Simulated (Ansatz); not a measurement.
## Energy profile

The step: SiH₄SO ([OH][SiH2][SH]) + NH₃ → SiNH₅O ([NH2][SiH2][OH]) + H₂S; bonds formed: Si1–N7, S2–H6; bonds broken: Si1–S2, H6–N7 (atoms numbered as in the saddle structure below).

Si1  (-0.751, 0.274, 0.016)
S2  (0.377, -2.426, -0.039)
H3  (-1.477, -0.371, -1.091)
H4  (-0.998, -0.159, 1.401)
O5  (-1.019, 1.913, -0.070)
H6  (1.155, -0.847, -0.311)
N7  (1.040, 0.325, -0.346)
H8  (0.740, -2.474, 1.253)
H9  (-1.914, 2.228, 0.062)
H10  (1.585, 0.796, 0.370)
H11  (1.262, 0.741, -1.245)
(Å)

Electronic energies by CCSD(T) at an estimated basis limit (MP2 extrapolated from triple and quadruple zeta, plus CCSD(T) − MP2 in triple zeta), on PBE0-D4/def2-TZVP structures; SiNH$_{7}$SO, closed shell; no counterpoise correction. Program: Ansatz 0.2.0. Basis: def2-TZVPP and def2-QZVPP. Cores are frozen in the correlated methods. Extrapolation: Hartree–Fock as exp(−7.88 √X), correlation as X^−2.97.

Problem. Give the profile in eV, counted from the separated reactants. (To be estimated.)

Solution. Computed:
```
                                                                                                                          point      eV
 separated: SiH$_{4}$SO (linked as [OH][SiH2][SH]; Si1, S2, H3, H4, O5, H8, H9; singlet) + NH$_{3}$ (H6, N7, H10, H11; singlet)   0.000
                                                                                                                start structure  -0.186
                                                                                                                         saddle   0.832
                                                                                                                  end structure  -0.074
separated: SiNH$_{5}$O (linked as [NH2][SiH2][OH]; Si1, H3, H4, O5, N7, H9, H10, H11; singlet) + H$_{2}$S (S2, H6, H8; singlet)   0.033
```

No T1 diagnostic of these runs exceeds 0.012.

For scale, one of the runs: CCSD(T)/def2-TZVPP, 244 basis functions, launched by `ansatz run in.yaml --threads 4 --pin off --events-out ev --progress --plain --max-ram 9574MiB`. The run took 97 s on 4 CPU threads of an Arm Neoverse V1 (shared host), with 4.7 GiB of host memory at its peak.
